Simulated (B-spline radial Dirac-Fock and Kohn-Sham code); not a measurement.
# Kohn-Sham estimates against Dirac-Fock for the levels of Si⁵⁺

System: the Si⁵⁺ ion, configuration 1s2 2s2 2p5.

The density-functional columns are spherical, spin-unpolarised Dirac-Kohn-Sham results without Breit or QED terms: −ε is minus the orbital energy of the initial state and ΔSCF the difference of two total energies. The reference in the last column comes from multi-electron Dirac-Fock with separately optimised hole states, Breit and Lamb-shift corrections added in first order. All numbers are from an atomic code on a B-spline grid, in eV; a selection of levels is shown.

```
level  PBE −ε  PBE ΔSCF  LDA −ε  LDA ΔSCF  Dirac-Fock
    K  1891.6    1976.9  1884.0    1968.9      1962.9
   L1   230.6     250.0   229.7     249.1       254.6
 L2,3   188.0     209.0   188.0     209.0       206.6
```

Task: Order the estimates of the K (1s) level by their distance from the Dirac-Fock value, nearest first.
A. PBE ΔSCF
B. LDA ΔSCF
C. PBE −ε
D. LDA −ε

Result: B (6.0 eV), A (14.1 eV), C (71.2 eV), D (78.9 eV).

Values without a named source are computed, but for edge energies of neutral atoms, which are taken from tables.
